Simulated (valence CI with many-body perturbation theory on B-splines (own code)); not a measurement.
Forbidden lines of I20+

Computed by configuration interaction combined with many-body perturbation theory (CI+MBPT): five valence electrons over a frozen Dirac-Fock core [Ar] 3d10, a basis of 9 s, 9 p, 8 d, 6 f, 3 g, 1 h functions for each j, with the one-electron correlation potential Σ1 (screened to all orders), the two-electron term Σ2, the three-electron term Σ3, Breit, model QED; selected single and double excitations, second order for the rest (own B-spline code, finite nucleus).

No measured levels were compared; by estimate levels hold to about 250 cm⁻¹ or 0.2 % of their energy and the worst to 1 %, as in measured heavy ions of charge 2 to 7; those with d or f electrons hold less well. Among the levels kept, up to 300 cm⁻¹ of a level comes from second order outside the variational space, and about a tenth of that is noise between levels of different J, which matters for small intervals.

Lines 1 to 21 of 21 in falling wavelength, among levels below 1157600 cm⁻¹, chosen from the decays that carry over 1 % of a level's rate. Wavelengths and rates use the calculated energies, so an error of 1000 cm⁻¹ moves a line at 1045 Å by 1 % and its rate by three times that or more. Electric multipoles are in the length gauge, E1 and E2 with the static RPA response of the core. S is in atomic units (e²a₀⁴ for E2 and M2, e²a₀⁶ for E3), for M1 in squared Bohr magnetons. Weak lines are less certain than strong ones. Lines between different terms over intervals too small for the method are left out, as are lines whose strength nearly cancels.

Levels are named by their leading jj configuration (3d3/2^4 stands for four electrons in 3d with j = 3/2), which in mixed levels can hold well under half, so a name can repeat and another be missing. Letters in brackets count levels of one name in rising energy.

```
λ vac (Å)                           Upper                               Lower  Type   A (s⁻¹)  S (a.u.)
     4174      (4s^2 4p1/2 4p3/2^2) J=5/2          (4s^2 4p1/2 4p3/2^2) J=3/2    M1  7.73e+01  1.25e+00
     3497  (4s^2 4p1/2 4p3/2 4d5/2) J=9/2      (4s^2 4p1/2 4p3/2 4d3/2) J=7/2    M1  4.31e+02  6.83e+00
     1503      (4s^2 4p3/2^2 4d5/2) J=9/2  (4s^2 4p1/2 4p3/2 4d5/2) J=7/2 [b]    M1  3.38e+03  4.26e+00
     1060  (4s^2 4p1/2 4p3/2 4d5/2) J=9/2          (4s^2 4p1/2^2 4d5/2) J=5/2    E2  2.21e+01  2.64e-01
     1045      (4s^2 4p1/2 4p3/2^2) J=3/2          (4s^2 4p1/2^2 4p3/2) J=3/2    M1  1.91e+04  3.24e+00
     1037            (4s^2 4p3/2^3) J=3/2          (4s^2 4p1/2 4p3/2^2) J=1/2    M1  4.81e+03  7.95e-01
    877.7      (4s^2 4p3/2^2 4d5/2) J=9/2      (4s^2 4p1/2 4p3/2 4d5/2) J=9/2    M1  1.18e+04  2.95e+00
    835.7      (4s^2 4p1/2 4p3/2^2) J=5/2          (4s^2 4p1/2^2 4p3/2) J=3/2    M1  3.68e+03  4.78e-01
    835.7      (4s^2 4p1/2 4p3/2^2) J=5/2          (4s^2 4p1/2^2 4p3/2) J=3/2    E2  1.44e+02  3.14e-01
    777.7            (4s^2 4p3/2^3) J=3/2          (4s^2 4p1/2 4p3/2^2) J=5/2    M1  9.70e+03  6.77e-01
    736.6      (4s^2 4p3/2^2 4d5/2) J=9/2  (4s^2 4p1/2 4p3/2 4d5/2) J=7/2 [a]    M1  5.21e+03  7.72e-01
    701.6      (4s^2 4p3/2^2 4d5/2) J=9/2      (4s^2 4p1/2 4p3/2 4d3/2) J=7/2    M1  7.22e+03  9.24e-01
    658.9      (4s^2 4p1/2 4p3/2^2) J=1/2          (4s^2 4p1/2^2 4p3/2) J=3/2    M1  2.29e+04  4.86e-01
    658.9      (4s^2 4p1/2 4p3/2^2) J=1/2          (4s^2 4p1/2^2 4p3/2) J=3/2    E2  3.14e+02  6.96e-02
    655.5            (4s^2 4p3/2^3) J=3/2          (4s^2 4p1/2 4p3/2^2) J=3/2    M1  4.60e+04  1.92e+00
    629.2  (4s^2 4p1/2 4p3/2 4d5/2) J=9/2            (4s 4p1/2 4p3/2^3) J=5/2    E2  1.39e+01  1.22e-02
    402.8            (4s^2 4p3/2^3) J=3/2          (4s^2 4p1/2^2 4p3/2) J=3/2    M1  1.07e+03  1.03e-02
    319.2  (4s^2 4p1/2 4p3/2 4d5/2) J=9/2          (4s 4p1/2^2 4p3/2^2) J=5/2    E2  2.39e+02  7.08e-03
    234.1      (4s^2 4p3/2^2 4d5/2) J=9/2          (4s 4p1/2^2 4p3/2^2) J=5/2    E2  1.40e+03  8.78e-03
    148.3  (4s^2 4p1/2 4p3/2 4d5/2) J=9/2          (4s^2 4p1/2 4p3/2^2) J=5/2    M2  5.86e+02  3.75e-04
    126.0  (4s^2 4p1/2 4p3/2 4d5/2) J=9/2          (4s^2 4p1/2^2 4p3/2) J=3/2    E3  2.02e+01  3.22e-01
```
